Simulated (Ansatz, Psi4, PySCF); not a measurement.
Atom: S, charge 0, multiplicity 3.

Wanted: ionisation energy to the quartet, in eV. Set-up: 6-311+G** with 5d, 6d on Na to Ar in Ansatz (a program for electronic structure); each state is the SCF solution reached for its charge and spin; UHF or UKS for open shells; 6-31G* and kin with 6d, 5d where marked; no spin-orbit coupling; non-relativistic; frozen cores in correlated levels. Basis-set limits of correlation are two-point, X^-3; Hartree-Fock from the larger set.

Measured values: NIST ASD by pymatgen's periodic table; they hold spin-orbit and core effects. 

Value to compare with, the measured value: 10.36 eV.

```csv
level,program,ionisation energy to the quartet (eV),error
HF/6-311+G**,Ansatz,9.14,-1.22
PBE/6-31G*,Ansatz,10.35,-0.01
PBE/6-311+G**,Ansatz,10.38,0.02
B3LYP/STO-3G,Ansatz,7.20,-3.16
B3LYP/6-31G*,Ansatz,10.48,0.12
B3LYP/6-311+G**,Ansatz,10.51,0.15
M06-2X/6-31G* (5d),PySCF,10.37,0.01
wB97X-D/6-31G*,Psi4,10.42,0.06
MP2/6-31G*,Ansatz,9.48,-0.88
B3LYP/def2-TZVPD,Ansatz,10.56,0.20
PBE0/def2-TZVPD,Ansatz,10.41,0.05
wB97M-V/def2-TZVPD,Ansatz,10.40,0.04
"CCSD(T)/CBS(aug-cc-pV(T+d)Z,aug-cc-pV(Q+d)Z)",Ansatz,10.34,-0.02
```

Among the 9 habitual levels, B3LYP/STO-3G lies farthest from the measured value (-3.16 eV); 5 of 9 lie above it, and their mean absolute error is 0.63 eV, the median 0.12. One case shows no general order.

The levels are drawn from those run, B3LYP/6-31G* more often than the rest, none by its result; runs whose electronic state is in doubt are left out.
